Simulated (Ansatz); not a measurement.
Molecule: CNiO, charge 0, multiplicity 1. SMILES: [O+]#[C-]->[Ni]
Coordinates optimised at B3LYP-D3(BJ)/def2-TZVP (Ansatz, a quantum-chemistry and plane-wave program):
```
C
O 1 1.1478
Ni 1 1.6803 2 180.00
```

Parts of the frozen-core correlation energy in 6-31G* (Ansatz, hartree). Frozen orbitals: 11; correlated occupied orbitals by spin: 10 and 10; virtual: 45 and 45. No spin-orbit coupling. Non-relativistic. The restricted reference is unstable.

```json
[
 {"term": "reference (HF)", "value": "-1619.14909"},
 {"term": "MP2 opposite-spin", "value": "-0.42843"},
 {"term": "MP2 same-spin", "value": "(withheld)"},
 {"term": "CCSD correlation", "value": "(withheld)"},
 {"term": "(T)", "value": "(withheld)"},
 {"term": "T1 diagnostic", "value": "0.112"},
 {"term": "largest doubles amplitude", "value": "0.110"}
]
```

Question: Some entries are withheld; supply them.

Answer: 
- MP2 same-spin, value: -0.19822
- CCSD correlation, value: -0.63544
- (T), value: -0.03802
